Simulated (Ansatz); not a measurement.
Basis-set extrapolation for C2H6AlFOSi (PBE0-D4/def2-TZVP geometry, frozen core, Ansatz). Multiplicity 1, RHF reference.

|  | def2-TZVPP | def2-QZVPP |
| --- | --- | --- |
| HF | -784.560184 | -784.588537 |
| MP2 correlation | -0.999303 | -1.078729 |
| CCSD(T) correlation | -1.085449 | not run |

Energies in hartree. Use E(X) = E(∞) + A·exp(−7.88·√X) for Hartree–Fock and E(X) = E(∞) + B·X^(−2.97) for correlation, with X = 3 and 4, and add CCSD(T) minus MP2 of the smaller set to the MP2 limit.

Question: What is the CCSD(T) energy at the basis-set limit?

Answer: HF limit: -784.588537 + (-0.028353) × 0.13774 = -784.59244. MP2 limit: -1.078729 + (-0.079426) × 0.74074 = -1.13756. Higher-order term: -1.085449 − (-0.999303) = -0.08615. Total: -785.81615 hartree, 4.64 eV below CCSD(T)/def2-TZVPP.
